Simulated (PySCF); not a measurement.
A geometry optimisation on CrOCl3 (`[O]=[Cr]([Cl])([Cl])[Cl]`) [radical].

Computed with PBE0-D3(BJ)/def2-SVP geometry optimisation, gas phase (PySCF 2.14.0). Start geometry: GFN2-xTB. The command runs a driver script over a list of jobs; the input below is this job's line of settings and its coordinates in Å.

Command:
```bash
OMP_NUM_THREADS=1 python probes_run.py task.json out
```

Input:
```
{"job": {"xc": "PBE0", "basis": "def2-SVP", "d3": "d3bj", "grid": 1, "maxiter": 40, "shake": 0.03, "kind": "geom"}, "charge": 0, "multiplicity": 2}
Cr     0.208230    -0.078820     0.251170
O     -0.148840    -0.030620     1.753100
Cl     1.849700     0.004180    -0.774480
Cl    -0.866020     1.601020    -0.620250
Cl    -0.968220    -1.606250    -0.671650
```

Output:
```
step   0  E = -2499.00129554  max force = 0.112832
step   1  E = -2499.01729463  max force = 0.062237
step   2  E = -2499.02377780  max force = 0.023287
step   3  E = -2499.02539916  max force = 0.002274
step   4  E = -2499.02550754  max force = 0.001341
step   5  E = -2499.02558019  max force = 0.003207
step   6  E = -2499.02561372  max force = 0.002382
step   7  E = -2499.02561060  max force = 0.001139
step   8  E = -2499.02560204  max force = 0.000511
step   9  E = -2499.02560870  max force = 0.000774
step  10  E = -2499.02560904  max force = 0.000544
step  11  E = -2499.02560965  max force = 0.000372
step  12  E = -2499.02561045  max force = 0.000355
step  13  E = -2499.02561109  max force = 0.000242
optimisation converged
```

Energies in Eh; «max force» is the largest Cartesian gradient component in Eh/bohr.

Task: How much energy does the optimisation release, in eV?

Result: E(step 0) − E(last step) = 0.024316 Eh, which is 0.662 eV.

In short: final energy -2499.02561 Eh after 13 steps; dipole 0.61 D.

Task: Give the final coordinates.

Result: 0.172 Å rms from the input after alignment:
```
atom  x, y, z in Å
Cr1    0.0652   -0.0843    0.1460
O2    -0.0841    0.1214    1.6322
Cl3    2.0602   -0.1158   -0.5333
Cl4   -0.8083    1.6236   -0.7521
Cl5   -1.1582   -1.6554   -0.5550
```

Time: 2.4 min; peak memory 0.42 GiB. Hardware: Arm Neoverse V2, one thread, no GPU, shared host with 96 logical CPUs at a one-minute load of 23.
Labels such as C1 count atoms from 1, the log's own numbers from 0.
